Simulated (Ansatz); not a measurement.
`CO[SiH](C)N` → CH₃NH₂ + `CO[SiH]`  (silylene formation by 1,1-elimination)

Calculated with Ansatz (gas phase, PBE0-D4/def2-TZVP geometries, no zero-point term in ΔE). CBS: MP2 limit from def2 TZ/QZ plus the TZ coupled-cluster correction, frozen cores. DFT in def2-TZVPP. B3LYP here is the variant with VWN-RPA as its local correlation; programs differ in this. One conformer a species, not always the lowest.

```json
{"species": "`CO[SiH](C)N`", "B3LYP energy (Eh)": "-501.30809"}
{"species": "CH₃NH₂", "B3LYP energy (Eh)": "-95.90427"}
{"species": "`CO[SiH]`", "B3LYP energy (Eh)": "-405.28748"}
```

Q: Work out ΔE.

A: ΔE = (-95.90427) + (-405.28748) − (-501.30809) = 0.11634 Eh = +73.0 kcal/mol. CCSD(T)/CBS gives +80.2 kcal/mol.

Largest T1 diagnostic among the species: 0.015.

The D4 term adds +4.1 kcal/mol with B3LYP and +2.3 kcal/mol with PBE0; it sums over pairs of atoms, weighted by their polarisabilities, and B3LYP, whose exchange is more repulsive, gets the larger term. From PBE to PBE0 (25 % exact exchange), in def2-TZVPP and without D4, ΔE moves by +4.8 kcal/mol. In def2-TZVPP, CCSD(T) changes the Hartree–Fock value by +1.3 kcal/mol (the triples alone add +0.3 kcal/mol) and MP2 by +6.6 kcal/mol.
